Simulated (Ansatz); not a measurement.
Ansatz (an electronic-structure program) input (B3LYP-D3(BJ)/def2-TZVP):

Ansatz 0.2 input:
```yaml
crystal:
  periodic: [false, false, false]
  atoms:
    - {symbol: Sb, position_ang: [-0.02011762, 0.00202829, 0.92719709]}
    - {symbol: Cl, position_ang: [-1.77095793, -0.96393939, -0.31828402]}
    - {symbol: Cl, position_ang: [0.03146428, 2.00158430, -0.31727224]}
    - {symbol: Cl, position_ang: [1.69864512, -1.04249543, -0.29940656]}
basis:
  gaussian:
    orbitals: def2-TZVP
hamiltonian:
  xc: b3lyp
  dispersion: d3bj
relax: {f_tol: 0.002, max_steps: 150}
```

Output:

```
Functional definition: B3LYP
integrals: 0.10 GiB planned
1225 factors; their error is unknown
mean field: 0.86 GiB planned
mean field evaluation 1: about -44111.4242 eV, gradient 2.7e1 eV
mean field evaluation 2: about -44107.4544 eV, gradient 4.9e1 eV
mean field evaluation 4: about -44113.4566 eV, gradient 1.4e0 eV
mean field evaluation 8: about -44113.6831 eV, gradient 1.3e-1 eV
mean field evaluation 16: about -44113.6831 eV, gradient 1.7e-5 eV
mean field -44113.68308678 eV, -1621.1479521110 hartree, gradient 1.7e-5 eV, S^2 0.000000; 0 other end points of the search recorded, 0 dependent functions left out
the calculation of the forces begins
reference -44113.68334526 eV, -1621.1479616099 hartree; 37, 37 occupied and 124, 124 virtual orbitals, 1225 factors
relax step   1: F+E_penalty+E_count = -44114.03087404 eV  Δ(F+E_penalty+E_count) = +0.000e0 eV  max|allowed force component| = 3.524e-1 eV/Å  Δτ_max = 0.0000 Å  (27 SCF iters, accepted)
these checks for a lower state are left out or cut short: starts, cluster_reference, orbital_swaps, neighbouring_geometries, increment
integrals: 0.10 GiB planned
1225 factors; their error is unknown
mean field: 0.86 GiB planned
mean field -44113.70482747 eV, -1621.1487510666 hartree, gradient 9.9e-6 eV, S^2 0.000000; 0 other end points of the search recorded, 0 dependent functions left out
the calculation of the forces begins
reference -44113.70508966 eV, -1621.1487607018 hartree; 37, 37 occupied and 124, 124 virtual orbitals, 1225 factors
relax step   2: F+E_penalty+E_count = -44114.03849100 eV  Δ(F+E_penalty+E_count) = -7.617e-3 eV  max|allowed force component| = 2.041e-1 eV/Å  Δτ_max = 0.1077 Å  (36 SCF iters, accepted)
these checks for a lower state are left out or cut short: starts, cluster_reference, orbital_swaps, neighbouring_geometries, increment
integrals: 0.10 GiB planned
1225 factors; their error is unknown
mean field: 0.86 GiB planned
mean field -44113.71539261 eV, -1621.1491393280 hartree, gradient 9.5e-6 eV, S^2 0.000000; 0 other end points of the search recorded, 0 dependent functions left out
the calculation of the forces begins
reference -44113.71565324 eV, -1621.1491489062 hartree; 37, 37 occupied and 124, 124 virtual orbitals, 1225 factors
relax step   3: F+E_penalty+E_count = -44114.05540341 eV  Δ(F+E_penalty+E_count) = -1.691e-2 eV  max|allowed force component| = 1.466e-2 eV/Å  Δτ_max = 0.0475 Å  (30 SCF iters, accepted)
these checks for a lower state are left out or cut short: starts, cluster_reference, orbital_swaps, neighbouring_geometries, increment
integrals: 0.10 GiB planned
1225 factors; their error is unknown
mean field: 0.86 GiB planned
mean field evaluation 32: about -44113.4926 eV, gradient 4.6e-1 eV
mean field -44113.71506727 eV, -1621.1491273721 hartree, gradient 9.2e-6 eV, S^2 0.000000; 0 other end points of the search recorded, 0 dependent functions left out
the calculation of the forces begins
reference -44113.71532780 eV, -1621.1491369466 hartree; 37, 37 occupied and 124, 124 virtual orbitals, 1225 factors
relax step   4: F+E_penalty+E_count = -44114.05544251 eV  Δ(F+E_penalty+E_count) = -3.910e-5 eV  max|allowed force component| = 3.025e-3 eV/Å  Δτ_max = 0.0024 Å  (32 SCF iters, accepted)
these checks for a lower state are left out or cut short: starts, cluster_reference, orbital_swaps, neighbouring_geometries, increment
integrals: 0.10 GiB planned
1225 factors; their error is unknown
mean field: 0.86 GiB planned
mean field -44113.71509942 eV, -1621.1491285537 hartree, gradient 9.2e-6 eV, S^2 0.000000; 0 other end points of the search recorded, 0 dependent functions left out
the calculation of the forces begins
reference -44113.71535997 eV, -1621.1491381285 hartree; 37, 37 occupied and 124, 124 virtual orbitals, 1225 factors
relax step   5: F+E_penalty+E_count = -44114.05544314 eV  Δ(F+E_penalty+E_count) = -6.274e-7 eV  max|allowed force component| = 4.046e-5 eV/Å  Δτ_max = 0.0002 Å  (32 SCF iters, accepted)
integrals: 0.10 GiB planned
1225 factors; their error is unknown
mean field: 0.86 GiB planned
mean field evaluation 64: about -44113.7151 eV, gradient 2.6e-4 eV
mean field -44113.71509942 eV, -1621.1491285537 hartree, gradient 9.2e-6 eV, S^2 0.000000; 1 other end points of the search recorded, 0 dependent functions left out
the calculation of the forces begins
reference -44113.71535997 eV, -1621.1491381285 hartree; 37, 37 occupied and 124, 124 virtual orbitals, 1225 factors
Total energy: -44114.05570368 eV, -1621.1616455294 hartree
Atom 0 at    -0.019874     0.001860     0.868455 Å, force     0.000010     0.000002    -0.000040 eV/Å
Atom 1 at    -1.815303    -0.988213    -0.298847 Å, force     0.000008     0.000006     0.000010 eV/Å
Atom 2 at     0.032630     2.052084    -0.297832 Å, force    -0.000005    -0.000012     0.000014 eV/Å
Atom 3 at     1.741581    -1.068553    -0.279542 Å, force    -0.000013     0.000004     0.000016 eV/Å
Dipole moment:    -0.003121     0.001734     0.587337 e Å
```
